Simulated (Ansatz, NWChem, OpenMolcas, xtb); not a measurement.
## Redistribution: CH2BrI + CHI3 → CH2I2 + CHBrI2

Species: CH2BrI (bromoiodomethane) `BrCI`, singlet; CHI3 (iodoform) `IC(I)I`, singlet; CH2I2 (diiodomethane) `ICI`, singlet; CHBrI2 (bromodiiodomethane) `BrC(I)I`, singlet. The partners trade Br for I; both sit on C, so the bond types are kept.

Shapes, held fixed at every level: PBE0-D4/def2-TZVP. Programs: Ansatz 0.2.0, NWChem 7.3.0, OpenMolcas 26.06, xtb 6.7.1. A level may come from different programs for different species; with the same settings they agree closely. The zero-point and thermal change to 298 K, harmonic and unscaled (PBE0-D4/def2-TZVP), is -0.3 kJ/mol.

| level | kind | ΔH(298 K) (kJ/mol) | less CCSD(T)/def2-TZVPP |
| --- | --- | --- | --- |
| GFN2-xTB | semi-empirical | -2.3 | -2.3 |
| SVWN5/def2-SVP | LDA | -2.1 | -2.1 |
| BHLYP-D4/def2-TZVPP | global hybrid | +1.0 | +1.0 |
| wB97X-V/def2-TZVPP | range-separated hybrid | -0.2 | -0.2 |
| B2PLYP/def2-TZVPP | double hybrid | 0.0 | 0.0 |
| MP2/def2-TZVPP | perturbation theory | +1.6 | +1.6 |
| CCSD/def2-SVP | coupled cluster or CI | -0.7 | -0.7 |
| CCSD/def2-TZVPP | coupled cluster or CI | -0.2 | -0.2 |
| CCSD(T)/def2-TZVPP | coupled cluster or CI | 0.0 | 0.0 |

The highest level, CCSD(T)/def2-TZVPP, gives ΔH(298 K) = 0.0 kJ/mol; the levels span -2.3 to +1.6. That is about zero within the method's error. They disagree on the sign: 4 of 9 are positive. The column of differences is taken from that level and isn't an error. No measured value is set beside it here. For atoms past krypton def2 sets carry core potentials with scalar relativity. Relativity is left out for Br unless named. Correlated rows may include outer-core shells of Br, I, which these sets cover unevenly.
